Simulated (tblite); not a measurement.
Compound: C₅H₁₄BNO₂.
Atom-mapped SMILES: `[CH3:1][CH2:2][C@H:3]([CH3:4])[O:5][B:6]([NH2:7])[O:8][CH3:9]` (hydrogens: H10, H11, H12 on C1; H13, H14 on C2; H15 on C3; H16, H17, H18 on C4; H19, H20 on N7; H21, H22, H23 on C9)

Computed with GFN2-xTB (tblite), gas phase: L-BFGS steps from a force-field or distance-geometry start until the largest atomic force falls under 0.01 eV/Å.

At the end of the run (lengths in Å): B6–N7 1.411, O5–B6 1.365, B6–O8 1.373, N7–H19 1.002, C4–H16 1.087, C2–H13 1.092, C1–H12 1.088, C3–O5–B6 126.2°, B6–O8–C9 120.7°, O5–B6–N7 126.0°, O5–B6–O8 118.2°, C1–C2–C3–C4 -172°, C2–C3–O5–B6 -101°, C3–O5–B6–N7 -2°, H21–C9–O8–B6 -168°, H15–C3–O5–B6 19°.

Question: These geometries were met on the way; a selection of coordinates is given. Order them by energy above the end point, lowest first.
A. B6–N7 1.425, O5–B6 1.388, B6–O8 1.391, N7–H19 1.006, C4–H16 1.082, C2–H13 1.086, C1–H12 1.083, C3–O5–B6 116.0°, B6–O8–C9 114.3°, O5–B6–N7 118.5°, O5–B6–O8 120.5°, C1–C2–C3–C4 -176°, C2–C3–O5–B6 -146°, C3–O5–B6–N7 87°, H21–C9–O8–B6 -61°, H15–C3–O5–B6 -29°
B. B6–N7 1.528, O5–B6 1.479, B6–O8 1.476, N7–H19 1.048, C4–H16 1.132, C2–H13 1.131, C1–H12 1.123, C3–O5–B6 110.0°, B6–O8–C9 109.2°, O5–B6–N7 120.5°, O5–B6–O8 120.1°, C1–C2–C3–C4 -176°, C2–C3–O5–B6 -147°, C3–O5–B6–N7 90°, H21–C9–O8–B6 -62°, H15–C3–O5–B6 -30°
C. B6–N7 1.425, O5–B6 1.374, B6–O8 1.380, N7–H19 1.012, C4–H16 1.097, C2–H13 1.092, C1–H12 1.095, C3–O5–B6 126.8°, B6–O8–C9 130.2°, O5–B6–N7 124.0°, O5–B6–O8 125.4°, C1–C2–C3–C4 -172°, C2–C3–O5–B6 -124°, C3–O5–B6–N7 47°, H21–C9–O8–B6 -126°, H15–C3–O5–B6 -3°
D. B6–N7 1.421, O5–B6 1.385, B6–O8 1.376, N7–H19 0.995, C4–H16 1.080, C2–H13 1.089, C1–H12 1.085, C3–O5–B6 126.5°, B6–O8–C9 129.7°, O5–B6–N7 124.7°, O5–B6–O8 121.7°, C1–C2–C3–C4 -171°, C2–C3–O5–B6 -117°, C3–O5–B6–N7 32°, H21–C9–O8–B6 -146°, H15–C3–O5–B6 5°
E. B6–N7 1.413, O5–B6 1.391, B6–O8 1.390, N7–H19 1.010, C4–H16 1.085, C2–H13 1.086, C1–H12 1.087, C3–O5–B6 115.0°, B6–O8–C9 124.1°, O5–B6–N7 119.9°, O5–B6–O8 122.9°, C1–C2–C3–C4 -175°, C2–C3–O5–B6 -141°, C3–O5–B6–N7 71°, H21–C9–O8–B6 -75°, H15–C3–O5–B6 -23°

Answer: D (0.229 eV), C (0.377 eV), E (0.684 eV), A (1.099 eV), B (1.790 eV).

```csv
step,E above end (eV),"rms distance from the end, all atoms (Å)",largest force (eV/Å),rms shift of all bonds from the end (Å)
34,0.229,0.489,0.606,0.009
29,0.377,0.542,0.557,0.008
16,0.684,0.708,0.358,0.008
3,1.099,0.779,0.704,0.010
0,1.790,0.795,3.040,0.048
```

Rows stand in the order of the answer.
